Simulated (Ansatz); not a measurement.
Consider the hydrogenolysis of the Sn–F bond: `C=[CH][SnH2][F]` + H₂ → `C=[CH][SnH3]` + H–F.

Gas-phase electronic energies from Ansatz, PBE0-D4/def2-TZVP geometries. CCSD(T)/CBS is the MP2 limit (def2-TZVPP, def2-QZVPP) plus CCSD(T) − MP2 in def2-TZVPP, frozen cores. This one scheme is used for every species. DFT in def2-TZVPP. Elements past krypton have def2 core potentials. For Sn outer-core shells are correlated without core-valence functions, which leaves a few kJ/mol of doubt a bond. Each species was taken in one conformer, which may not be the lowest.

```json
{"level": "BLYP-D4", "ΔE (kcal/mol)": "13.1"}
{"level": "PBE-QIDH", "ΔE (kcal/mol)": "7.9"}
{"level": "MP2/def2-TZVPP", "ΔE (kcal/mol)": "8.8"}
{"level": "CCSD/CBS(def2)", "ΔE (kcal/mol)": "9.5"}
```

(1) What does CCSD(T)/CBS give? (Best estimate.)

Largest T1 diagnostic among the species: 0.013.

Answers

(1) Computed: +10.0 kcal/mol. The listed levels differ from it by 3.1, -2.1, -1.2, -0.5 kcal/mol.

From r2SCAN to r2SCAN0 (25 % exact exchange), in def2-TZVPP and without D4, ΔE moves by −2.4 kcal/mol. At CCSD(T), def2-SVP lies −1.5 kcal/mol from the extrapolated value and def2-TZVPP −2.1 kcal/mol.
